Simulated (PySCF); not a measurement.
CH2Cl (SMILES [CH2]Cl), doublet, geometry from GFN2-xTB. Base run: BLYP/6-31G* (PySCF).

Geometry (Å):
```xyz
4

C     -1.0986     0.0030    -0.0230
Cl     0.5769    -0.0016     0.0121
H     -1.6048     0.9453    -0.0393
H     -1.6102    -0.9364    -0.0281
```
Charge 0, spin multiplicity 2.
Orbitals are unrestricted.
All else is at PySCF's defaults.
Base energy -499.38835 Eh.

Each row names what was changed in the base input (with any setting that the change needs).

| change | ΔE vs base (mEh) | SCF cycles | <S^2> | outcome |
|---|---|---|---|---|
| base | 0.000 | 9 | 0.753 | converged |
| diis = off (with mf.max_cycle = 100) | - | 100 | - | not converged |
| solver = newton; init_guess = 1e | 0.000 | - | 0.753 | converged |
| diis_space = 2 | 0.000 | 22 | 0.753 | converged |
| conv_tol = 1e-4 | 0.000 | 6 | 0.753 | converged |
| conv_tol = 1e-7 | 0.000 | 8 | 0.753 | converged |
| init_guess = vsap | 0.000 | 10 | 0.753 | converged |
| conv_tol = 1e-12 | 0.000 | 10 | 0.753 | converged |
| solver = newton | 0.000 | - | 0.753 | converged |
| conv_tol = 1e-11 | 0.000 | 10 | 0.753 | converged |
| init_guess = atom | 0.000 | 10 | 0.753 | converged |
| level_shift = 0.1 (with mf.max_cycle = 100) | 0.000 | 9 | 0.753 | converged |
| level_shift = 0.5 (with mf.max_cycle = 100) | 0.000 | 13 | 0.753 | converged |

Open shells are given as the SCF converged; they aren't shown to be the lowest states, and a large step between rows can be another state.
